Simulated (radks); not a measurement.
Values are calculated unless marked as measured or tabulated.
Problem. The mean radii <r> (bohr) of the occupied orbitals of an atom or ion are listed with their occupations. Level of theory: scalar-relativistic Kohn-Sham, BLYP, spin-polarised, spherical densities, finite nucleus; Fermi nuclear charge, rms radius of each element as measured or else 0.836 A^(1/3) + 0.57 fm (a radial shooting solver on a logarithmic mesh with Libxc functionals).

| orbital | occ. | <r> |
|---|---|---|
| 1s | 2 | 0.04550 |
| 2s | 2 | 0.2028 |
| 2p | 6 | 0.1772 |
| 3s | 2 | 0.5982 |
| 3p | 6 | 0.6167 |
| 3d | 10 | 0.6726 |
| 4s | 2 | 1.744 |

Name the element and its charge. Open shells, if any, are filled with parallel spins first.

Solution. Z = 33, arsenic, charge +3: As3+ in [Ar] 3d10 4s2. The 1s radius gives Z: for a bare nucleus <r> = (2 gamma + 1)/(2Z) with gamma = sqrt(1 - (Z/c)^2), 0.04456 bohr for Z = 33, and screening makes it slightly larger (0.04550 here). The occupations add up to 30, and the charge is Z minus that.
